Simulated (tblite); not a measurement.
Species: C5H6F3O (doublet state).
Numbering: `[CH2:1]=[CH:2][O:3][C:4]([F:5])[CH2:6][CH:7]([F:8])[F:9]` (hydrogens: H10, H11 on C1; H12 on C2; H13, H14 on C6; H15 on C7)

The geometry is computed with GFN2-xTB (gas phase). This method treats the open shell by occupation alone, without spin polarisation.

**Question.** What internal coordinates does the optimisation give?

**Answer.** 
```csv
bond,length (Å),order
C1=C2,1.331,double
C2–O3,1.355,single
O3–C4,1.341,single
C4–F5,1.361,single
C4–C6,1.489,single
C6–C7,1.539,single
"C7–F8, C7–F9",1.352,single
C1–H10,1.075,single
C1–H11,1.072,single
C2–H12,1.082,single
"C6–H13, C6–H14",1.091,single
C7–H15,1.101,single
```

Bonds in one row agree within 0.01 Å and their mean is given. Orders are formal, as drawn. A selection of angles:
```csv
angle,degrees
C2–C1–H10,121.1
C2–C1–H11,120.6
H10–C1–H11,118.3
C1–C2–O3,120.5
C1–C2–H12,122.8
O3–C2–H12,116.7
C2–O3–C4,122.6
O3–C4–F5,115.8
O3–C4–C6,117.3
F5–C4–C6,116.1
C4–C6–C7,113.1
C4–C6–H13,109.1
C7–C6–H13,108.3
H13–C6–H14,109.6
C6–C7–F8,110.0
C6–C7–F9,111.1
C6–C7–H15,113.0
F8–C7–F9,106.3
F8–C7–H15,108.0
```

Torsions: C1–C2–O3–C4 -173° (antiperiplanar); C2–O3–C4–F5 -17° (synperiplanar); O3–C4–C6–C7 62° (synclinal); C4–C6–C7–F8 -170° (antiperiplanar). The mirror-image conformer, all signs reversed, is as good.

C1 (carbon bonded to C and 2 H) is planar (angles 121.1°, 120.6° and 118.3°, sum 360.0°, 0.00 Å off the plane of its three neighbours). Of the pairs four or more bonds apart, F5···H12 is among the closest relative to their van der Waals radii: 2.31 Å, 87 % of the sum of Bondi's values. C2 (carbon bonded to C, O and H) is planar (angles 122.8°, 120.5° and 116.7°, sum 360.0°, 0.01 Å off the plane of its three neighbours). The 3 C–C bonds span 1.331 Å (C1=C2, drawn double) to 1.539 Å (C6–C7, drawn single), a spread of 0.208 Å. C4 (carbon bonded to C, F and O) has angles 117.3°, 116.1° and 115.8°, sum 349.2°, 0.27 Å off the plane of its three neighbours.

Point group: C1 (no symmetry element, even within 0.4 Å). Its GFN2-xTB frequencies are all real (lowest 31 cm⁻¹).

Time: 0.38 s wall. Hardware: Arm Neoverse V2, one thread, on a shared host. These figures are those of the optimisation.
